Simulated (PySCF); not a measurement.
Input of a run (PBE0-D3(BJ)/def2-SVP geometry optimisation, gas phase (PySCF 2.14.0)), started from GFN2-xTB:
```
{"job": {"xc": "PBE0", "basis": "def2-SVP", "d3": "d3bj", "grid": 1, "shake": 0.01, "kind": "geom"}, "charge": 0, "multiplicity": 1}
C      3.137340     0.571280    -0.440080
C      2.271750    -0.675250    -0.376070
O      0.899240    -0.347400    -0.414510
Si    -0.222560    -0.926990     0.529350
N     -1.615920    -0.012710    -0.010990
Si    -1.361090     1.252130    -1.193660
Si    -3.104070    -0.364370     0.791020
H      2.879030     1.159640    -1.347290
H      2.909630     1.228850     0.439210
H      4.171580     0.343180    -0.451210
H      2.486780    -1.320870    -1.223800
H      2.517700    -1.229140     0.545030
H     -0.493740    -2.352820     0.293590
H      0.020050    -0.699970     1.960710
H     -2.675590     1.848420    -1.400650
H     -0.871040     0.673440    -2.432590
H     -0.422220     2.263130    -0.677580
H     -3.051360     0.067180     2.198420
H     -3.330820    -1.817390     0.747130
H     -4.195690     0.355060     0.084370
```

Output (energies in Eh, forces in Eh/bohr):
```
step   0  E = -1081.53125886  max force = 0.055533
step   1  E = -1081.54235127  max force = 0.009138
step   2  E = -1081.54283880  max force = 0.002965
step   3  E = -1081.54294376  max force = 0.000902
step   4  E = -1081.54306668  max force = 0.002601
step   5  E = -1081.54334456  max force = 0.007448
step   6  E = -1081.54365409  max force = 0.007248
step   7  E = -1081.54434479  max force = 0.004854
step   8  E = -1081.54457039  max force = 0.002354
step   9  E = -1081.54471944  max force = 0.001394
step  10  E = -1081.54480259  max force = 0.001502
step  11  E = -1081.54487778  max force = 0.001417
step  12  E = -1081.54493945  max force = 0.001552
step  13  E = -1081.54502069  max force = 0.001882
step  14  E = -1081.54509577  max force = 0.001073
step  15  E = -1081.54514283  max force = 0.000599
step  16  E = -1081.54516401  max force = 0.000466
step  17  E = -1081.54516249  max force = 0.000375
optimisation converged
```

Q: Summarise the run.

A: The energy falls by 0.378 eV over 18 energy and gradient evaluations, the largest force component goes from 0.0555 to 3.8e-04 Eh/bohr, and the atoms move by 0.686 Å rms after alignment. The bond that changes most is O3–Si4 (silyl ether oxygen to oxygen-bound silicon), which lengthens by 0.085 Å. Bonds longer at the end by more than 0.005 Å: 13 of 19; shorter: 4. Among the angles that change most is Si4–N5–Si7, from 115.8° to 122.2°. Among the dihedrals that turn most is Si4–N5–Si7–H20, from -172° to -122°. The energy rose by more than 1e-6 Eh at step 17. The first step brought 80 % of the lowering.

Q: What are the final bond lengths?

A: C1–C2 1.511 Å, C2–O3 1.408 Å, O3–Si4 1.662 Å, Si4–N5 1.737 Å, N5–Si6 1.762 Å, N5–Si7 1.751 Å, C1–H8 1.100 Å, C1–H9 1.100 Å, C1–H10 1.100 Å, C2–H11 1.106 Å, C2–H12 1.107 Å, Si4–H13 1.492 Å, Si4–H14 1.498 Å, Si6–H15 1.498 Å, Si6–H16 1.491 Å, Si6–H17 1.493 Å, Si7–H18 1.494 Å, Si7–H19 1.495 Å, Si7–H20 1.495 Å. Numbering counts from 1 in the input's order; the species is `CCO[SiH2]N([SiH3])[SiH3]`.

The run used 175 basis functions and 123 SCF cycles in all. The run took 8.3 min on Arm Neoverse N1, one thread, no GPU, shared host with 64 logical CPUs at a one-minute load of 63, and the process peaked at 0.73 GiB of memory.

Not checked by PBE0-D3(BJ)/def2-SVP frequencies. One conformer, not necessarily the lowest.
